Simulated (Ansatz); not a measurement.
`C[SiH](F)CS` from Hartree–Fock to CCSD(T)

```xyz
12

C     0.431   -1.071   -1.263
Si    0.447   -0.488    0.493
F    -0.638   -1.324    1.336
C    -0.020    1.314    0.653
S    -1.713    1.625    0.076
H     0.599   -2.149   -1.315
H     1.223   -0.578   -1.834
H    -0.526   -0.842   -1.736
H     1.764   -0.729    1.143
H     0.115    1.688    1.671
H     0.626    1.910    0.002
H    -2.308    0.645    0.774
```

The species carries charge 0 and has multiplicity 1. The structure was optimised at the PBE0-D4/def2-TZVP level. It is one conformer, not always the lowest. Frozen core, restricted reference, Ansatz. CBS rows extrapolate triple and quadruple zeta; past MP2 they add the triple-zeta difference.

```tsv
basis	HF (Eh)	MP2 corr.	CCSD corr.	(T)	CCSD(T) total
def2-TZVPP	-865.90074	?	?	-0.03569	?
def2-QZVPP	-865.92989	?	–	–	–
CBS(def2)	?	-1.02878	-1.08232	as TZ	?
```

Question: Fill in the withheld values. (Estimate.)

Answer: The calculation gave: def2-TZVPP MP2 corr.: -0.90289; def2-TZVPP CCSD corr.: -0.95642; def2-TZVPP CCSD(T) total: -866.89285; def2-QZVPP MP2 corr.: -0.97521; CBS(def2) HF (Eh): -865.93391; CBS(def2) CCSD(T) total: -867.05192.
